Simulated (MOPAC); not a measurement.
MOPAC input (PM6):

```
PM6 1SCF CHARGE=1 GEO-OK AUX(PRECISION=9) THREADS=1
BaCl

Ba   -0.00000000 1   -0.00000000 1   -0.60464707 1
Cl    0.00000000 1    0.00000000 1    1.99177858 1
```

Task: What heat of formation does the run end on, and which ionisation energy by Koopmans theorem?

Result: 93.20 kcal/mol; 13.83 eV.
